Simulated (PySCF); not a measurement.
## Magnetisability: `C#C[Si@H]([SiH3])[GeH3]`, C$_{2}$H$_{8}$GeSi$_{2}$

Geometry:
```csv
atom,x (Å),y (Å),z (Å)
C1,-1.369,2.613,-0.616
C2,-0.870,1.646,-0.104
Si3,-0.081,0.147,0.648
Si4,2.196,0.105,0.189
Ge5,-1.238,-1.724,-0.185
H6,-1.812,3.461,-1.057
H7,-0.396,0.258,2.085
H8,2.880,1.285,0.720
H9,2.463,0.047,-1.250
H10,2.825,-1.075,0.792
H11,-1.135,-1.936,-1.668
H12,-2.717,-1.789,0.063
H13,-0.751,-3.038,0.364
```

Theory: PySCF, GIAO KT3/pcSseg-1 magnetisability, rotational g tensor and spin-rotation constants, non-relativistic, gas phase. Geometry: GFN2-xTB.

The calculation is non-relativistic, which matters for the atoms heavier than Zn.

Task: What are the magnetisability and the molar susceptibility?

Result: Isotropic -1447 × 10⁻³⁰ J/T², or -87.1 × 10⁻⁶ cm³/mol; principal values -1542, -1405, -1394 × 10⁻³⁰ J/T², anisotropy 143 × 10⁻³⁰ J/T² (root of half the summed squared differences of the principal values). The susceptibility is in cgs units.

Task: Split it along the inertial axes a, b, c into diamagnetic and paramagnetic parts about the centre of mass, with the quadrupole moment.

Result: 
| axis | χ (10⁻⁶ cm³/mol) | diamagnetic (10⁻⁶ cm³/mol) | paramagnetic (10⁻⁶ cm³/mol) | summed x² of all electrons (Å²) | quadrupole Θ (D Å) |
| --- | --- | --- | --- | --- | --- |
| a | -85.5 | -737.8 | 652.3 | 219.9 | -2.82 |
| b | -90.8 | -1059.6 | 968.8 | 144.0 | +4.83 |
| c | -85.2 | -1543.8 | 1458.6 | 29.9 | -2.01 |

Anisotropies 2χaa − χbb − χcc = +5.0 and 2χbb − χaa − χcc = -11.0 × 10⁻⁶ cm³/mol. Θ is traceless in Buckingham's convention.

Task: And the rotational g tensor?

Result: 
| axis | rotational constant (GHz) | g | nuclear part | electronic part |
| --- | --- | --- | --- | --- |
| a | 1.9515 | -0.0160 | 0.5821 | -0.5980 |
| b | 1.1880 | -0.0092 | 0.5315 | -0.5407 |
| c | 0.7948 | -0.0068 | 0.5378 | -0.5446 |

Asymmetric top; isotopes 12C, 74Ge, 1H, 28Si; no vibrational averaging.
